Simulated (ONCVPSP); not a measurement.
# Before and after: ONCV potential for Pd

- Element: palladium
- Generator: ONCVPSP 4.0.1
- Type: optimised norm-conserving Vanderbilt (ONCV)
- Functional: PBE
- Relativity: fully relativistic
- Frozen core: [Ar] 3d10
- Valence charge: 18
- Reference configuration: 4s2 4p6 4d10
- Partial waves: 4s: rc 1.60 bohr, ncon 3, nbas 6, qcut 6.3 1/bohr, 1 projector; 4p: rc 1.05 bohr, ncon 4, nbas 8, qcut 7.5 1/bohr, 2 projectors, debl 3.4 Ha; 4d: rc 1.45 bohr, ncon 4, nbas 7, qcut 6.2 1/bohr, 3 projectors, debl 2.8 Ha
- Local potential: polynomial inside 0.70 bohr (lpopt 5, dvloc0 6 Ha)
- Core correction: Teter function, fcfact 2.5, rcfact 1.3

Open shells are filled in proportion to 2j + 1.

Change: local potential polynomial inside 0.70 bohr (lpopt 5, dvloc0 1 Ha).

Cutoffs: the cutoffs (Ha) at which the residual kinetic energy of the hardest occupied pseudo-wave falls to 1 and 0.1 mHa per electron; they do not see the model core or the augmentation charge, which bear on the density cutoff. Errors are all-electron minus pseudo energies relative to the spin-unpolarised reference configuration.

**Question.** What does the change do?

**Answer.** The potential gets neither clearly harder nor softer (146 Ha and 186 Ha → 146 Ha and 186 Ha); both files keep a bound ghost (s); of the 3 tests that both files solve, the error grows in 2 and shrinks in 0 by more than 15 % and 0.3 meV (median size 1.2 → 1.6 meV).

```csv
quantity,base,changed
"cutoff, loose",146 Ha,146 Ha
"cutoff, tight",186 Ha,186 Ha
bound ghosts,s,s
GHOST(+) flags under 300 eV,d5/2 at 235.2 eV,"d5/2 at 155.9 eV, d3/2 at 253.1 eV"
tests with a reliable result,3 of 4,3 of 4
"error for 4s2 4p6 4d9, meV [ΔE 9.12 eV]",-1.2,-1.6
"error for 4s2 4p6 4d8, meV [ΔE 29.94 eV]",-2.4,-3.3
"error for 4s2 4p6 4d9.5, meV [ΔE 3.24 eV]",-0.5,-0.7
s: phases at 1.63 bohr within 0.05 rad from the reference energy up to (Ha; the scan ends near 5),0.5,-0.2
p3/2: phases at 1.06 bohr within 0.05 rad from the reference energy up to (Ha; the scan ends near 5),to the end of the scan,to the end of the scan
p1/2: phases at 1.06 bohr within 0.05 rad from the reference energy up to (Ha; the scan ends near 5),to the end of the scan,to the end of the scan
d5/2: phases at 1.47 bohr within 0.05 rad from the reference energy up to (Ha; the scan ends near 5),to the end of the scan,to the end of the scan
d3/2: phases at 1.47 bohr within 0.05 rad from the reference energy up to (Ha; the scan ends near 5),to the end of the scan,to the end of the scan
"rms error of d²Exc/dni dnj with the model core, mHa",5.76,5.76
```

 A true bound ghost makes a file unfit for plane-wave use even where its test errors are small: the radial tests pick states by their node count and pass the ghost by.
